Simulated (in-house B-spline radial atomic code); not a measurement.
Values are calculated unless marked as measured or tabulated.
Correlation energy from the adiabatic connection: −Z exp(−kr)/r, Z = 2.18, k = 0.589

Two electrons in a singlet, external potential −Z exp(−kr)/r, Z = 2.18, k = 0.589 (atomic units). Full CI in B-splines (partial waves to l = 8, correlation up to 0.6 % small) with the density held fixed gives W(λ) = <V_ee>_λ − U, and E_c is the integral of W(λ) − W(0) from 0 to 1.

| λ | W(λ) − W(0) (hartree) |
| --- | --- |
| 0 | 0.00000 |
| 0.02 | -0.00200 |
| 0.05 | -0.00498 |
| 0.12 | -0.01175 |
| 0.25 | -0.02378 |
| 0.4 | -0.03683 |
| 0.6 | -0.05297 |
| 0.8 | -0.06782 |
| 1 | -0.08152 |

(1) Integrate the table by the trapezoid rule.

(2) Now use only three numbers: W(0) = -1.0289, the initial slope W'(0) = -0.1007 (extrapolated from the first points) and the strong-coupling limit of the point-charge-plus-continuum model, W∞ = -1.4773. What do second-order theory and the interpolation W(λ) = W∞ + (W(0) − W∞)/√(1 + 2χλ) of Seidl, Perdew and Levy give?

Results:

(1) The strips give -0.00002, -0.00010, -0.00059, -0.00231, -0.00455, -0.00898, -0.01208, -0.01493, which sum to -0.04356 hartree. The direct value, W(1) − W(0) + T_c with T_c = 0.03788, is -0.04364; the curve is convex, so chords lie above it and the trapezoids fall short in size by 0.19 %.

(2) Second order keeps the slope alone: E_c = W'(0)/2 = -0.05035, +15 % in size against -0.04364. Matching the slope fixes χ = W'(0)/(W∞ − W(0)) = -0.1007/(-0.44840) = 0.22458. Integrating, with s = √(1 + 2χ) = 1.203808, E_c = −(W(0) − W∞)(s − 1)/(s + 1) = −0.44840 × 0.203808/2.203808 = -0.04147 hartree, -5.0 % in size against the full result. At λ = 1 the formula gives W − W(0) = -0.07592 against -0.08152. Part of the miss can come from the model's W∞.
